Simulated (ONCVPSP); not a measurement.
## Before and after: ONCV potential for nickel (Ni)

nickel, optimised norm-conserving Vanderbilt (ONCV), made with ONCVPSP 4.0.1 (PBE, scalar-relativistic). Core [Ne], reference 3s2 3p6 3d8 4s2. Waves: 3s+4s: rc 1.40 bohr, ncon 4, nbas 7, qcut 9.4 1/bohr, 3 projectors, debl 1.6 Ha; 3p: rc 1.15 bohr, ncon 4, nbas 9, qcut 15 1/bohr, 3 projectors, debl 2 Ha; 3d: rc 1.05 bohr, ncon 4, nbas 9, qcut 12.3 1/bohr, 2 projectors, debl 1 Ha. Local part: polynomial inside 0.70 bohr (lpopt 5, dvloc0 0 Ha). Core correction: Teter function, parameters optimised by the program.

In the p channel the program set the typed energies aside and used -2.623, 0.250, 2.250 Ha.

All-electron outer shells of the reference configuration (PBE, scalar-relativistic, ld1.x):

```csv
shell,level (eV),outermost node (bohr),outermost maximum (bohr)
2p,-844.68,–,0.16
3s,-111.06,0.30,0.64
3p,-71.39,0.27,0.65
3d,-8.87,–,0.63
4s,-5.64,0.92,2.24
```

Change: s: qcut 10.1.

Cutoffs: the cutoffs (Ha) at which the residual kinetic energy of the hardest occupied pseudo-wave falls to 1 and 0.1 mHa per electron; they do not see the model core or the augmentation charge, which bear on the density cutoff. Errors are all-electron minus pseudo energies relative to the spin-unpolarised reference configuration.

How do hardness, ghosts and transferability respond?

The potential gets neither clearly harder nor softer (70 Ha and 170 Ha → 70 Ha and 170 Ha); the d channel sets the loose cutoff, while the largest relative change is in s, which becomes harder; the errors of the 4 common tests hardly move; neither file shows a bound ghost.

| quantity | base | changed |
| --- | --- | --- |
| cutoff, loose | 70 Ha | 70 Ha |
| cutoff, tight | 170 Ha | 170 Ha |
| loose cutoff by channel | s 22 Ha, p 43 Ha, d 70 Ha | s 26 Ha, p 43 Ha, d 70 Ha |
| bound ghosts | none | none |
| GHOST(+) flags under 300 eV | none | none |
| error for 3s2 3p6 3d8 4s1, meV [ΔE 9.32 eV] | -0.9 | -0.9 |
| error for 3s2 3p6 3d8 4s0, meV [ΔE 26.67 eV] | -0.6 | -0.4 |
| error for 3s2 3p6 3d7 4s0, meV [ΔE 64.14 eV] | -4.9 | -4.8 |
| error for 3s2 3p6 3d8.5 4s1.5, meV [ΔE -1.18 eV] | +1.1 | +1.1 |
| s: phases at 1.42 bohr within 0.05 rad from the reference energy up to (Ha; the scan ends near 5) | to the end of the scan | to the end of the scan |
| p: phases at 1.17 bohr within 0.05 rad from the reference energy up to (Ha; the scan ends near 5) | to the end of the scan | to the end of the scan |
| d: phases at 1.06 bohr within 0.05 rad from the reference energy up to (Ha; the scan ends near 5) | to the end of the scan | to the end of the scan |
| rms error of d²Exc/dni dnj with the model core, mHa | 0.96 | 0.94 |
